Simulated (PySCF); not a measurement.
Mayer bond orders and bond lengths

Species: C3H8O2SSi.
Atom-mapped SMILES: `[CH3:1][S@@:2](=[O:3])[C@H:4]1[O:5][CH2:6][SiH2:7]1` (hydrogens: H8, H9, H10 on C1; H11 on C4; H12, H13 on C6; H14, H15 on Si7)

Structure used (GFN2-xTB), in Å, numbered top down from 1:
```
atom  x, y, z in Å
C1     2.4436    0.0709   -0.2915
S2     1.0746   -0.3589    0.8672
O3     0.4822    0.9404    1.2774
C4    -0.1396   -0.7944   -0.4451
O5    -1.2318   -1.4601    0.1437
C6    -2.1233   -0.3752    0.4731
Si7   -1.1779    0.8373   -0.6747
H8     2.0462    0.6437   -1.1222
H9     2.8950   -0.8529   -0.6351
H10    3.1706    0.6612    0.2559
H11    0.3210   -1.4197   -1.2109
H12   -3.1443   -0.6567    0.2106
H13   -2.0802   -0.1606    1.5424
H14   -1.7089    0.7231   -2.0428
H15   -0.8315    2.2098   -0.3813
```

Bond orders from the PBE0/pcSseg-1 density (PySCF). One conformer (not necessarily the lowest) at the GFN2-xTB geometry, without solvent, vibrations or thermal averaging.

(1) How far do the computed orders between heavy atoms stray from the drawn ones?

(2) Set the Mayer orders of the bonds between heavy atoms beside their lengths.

Results:

(1) The largest departure is 0.601, at S2–O3 (drawn double, 1.399). Drawn single, order below 0.88: S2–C4 (0.840), O5–C6 (0.873) and Si7–C4 (0.810). Drawn double or triple, more than 0.30 short of the drawn order: S2–O3 (1.399).

(2) 
```csv
bond,drawn as,length (Å),Mayer order
C1–S2,single,1.844,0.901
S2–O3,double,1.486,1.399
S2–C4,single,1.840,0.840
C4–O5,single,1.408,0.937
O5–C6,single,1.442,0.873
C6–Si7,single,1.919,0.913
Si7–C4,single,1.948,0.810
```

Bonds between the same two heavy elements. C–S: lowest S2–C4 (0.840, 1.840 Å), highest C1–S2 (0.901, 1.844 Å); in 1 of the 1 pairs the longer bond (by over 0.003 Å) has the higher order (by 0.02 or more). C–O: lowest O5–C6 (0.873, 1.442 Å), highest C4–O5 (0.937, 1.408 Å). C–Si: lowest Si7–C4 (0.810, 1.948 Å), highest C6–Si7 (0.913, 1.919 Å).

Problem. And the bonds to hydrogen?

Solution. C–H: 0.93 to 0.95 (6 bonds); H–Si: 0.91 to 0.93 (2 bonds).

Problem. Sum the orders of all bonds at each heavy atom with more than one neighbour and set the sums beside the valence in the SMILES.

Solution. C1 3.740 (drawn 4), S2 3.140 (drawn 4), C4 3.517 (drawn 4), O5 1.810 (drawn 2), C6 3.677 (drawn 4), Si7 3.562 (drawn 4). Orders between atoms that aren't bonded are not in these sums.

For a closed shell the Mayer order of atoms A and B is Σ (PS)μν (PS)νμ over the basis functions μ on A and ν on B, with P the density and S the overlap matrix.
